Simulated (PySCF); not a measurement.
# Gas-phase XPS of `C[CH2][GeH]([CH3])[CH3]`, computed

Compound: C₄H₁₂Ge.
Cartesian coordinates in Å at the PBE0-D3(BJ)/def2-SVP level; atoms count from 1:
```
atom  x, y, z in Å
C1     1.3905    1.5053   -0.0132
C2     0.7906    0.8095    1.2026
Ge3   -0.5378   -0.5681    0.7551
C4     0.3115   -2.0045   -0.2676
C5    -1.9880    0.2205   -0.2962
H6     2.1312    2.2691    0.2745
H7     1.9040    0.7932   -0.6796
H8     0.6195    2.0129   -0.6149
H9     0.3014    1.5424    1.8665
H10    1.5802    0.3313    1.8064
H11   -1.1193   -1.1530    2.0665
H12    0.7368   -1.6126   -1.2041
H13   -0.4181   -2.7874   -0.5222
H14    1.1247   -2.4672    0.3118
H15   -1.6073    0.6006   -1.2563
H16   -2.4566    1.0550    0.2464
H17   -2.7638   -0.5298   -0.5106
```

Level of theory: delta-SCF UKS SCAN, pcX-2 on the ionised atom, pcseg-1 elsewhere, spin-free X2C in PySCF. Each binding energy is the total energy of the core-ionised species, with the hole localised on one atom, minus that of the ground state; both are solved self-consistently, so orbital relaxation is included.

Question: What binding energy does each computed site have?

Answer: 
| atom(s) | environment | level | binding energy (eV) | above the level's lowest (eV) | count |
| --- | --- | --- | --- | --- | --- |
| C2 | sp3 carbon bound to germanium | C 1s | 289.91 | 0.00 | 1 |
| C4/C5 | sp3 carbon bound to germanium | C 1s | 289.92 | +0.01 | 2 |
| C1 | methyl carbon | C 1s | 290.53 | +0.62 | 1 |

The listed C 1s values span 0.62 eV, from C2 (bonded to C, 2 H and Ge) to C1 (bonded to C and 3 H). The widest gap between neighbouring values is 0.61 eV, between 289.92 and 290.53 eV. The values 289.91 and 289.92 eV lie too close for their order to be trusted.

Question: Which photon energy gives electrons from C 1s of C1 a kinetic energy of 50 eV, and what is their de Broglie wavelength?

Answer: hν = 290.53 + 50 = 340.53 eV, recoil neglected; λ = 12.264 Å/√(E/eV) = 1.73 Å.

Topologically equivalent atoms share the value of their first member; where this conformer doesn't relate them by symmetry, their own values could differ. No level of germanium is listed. One conformer (not necessarily the lowest) at the PBE0-D3(BJ)/def2-SVP geometry, without solvent, vibrations or thermal averaging.

On Arm Neoverse V2, one thread, shared host, this took 31 s wall.
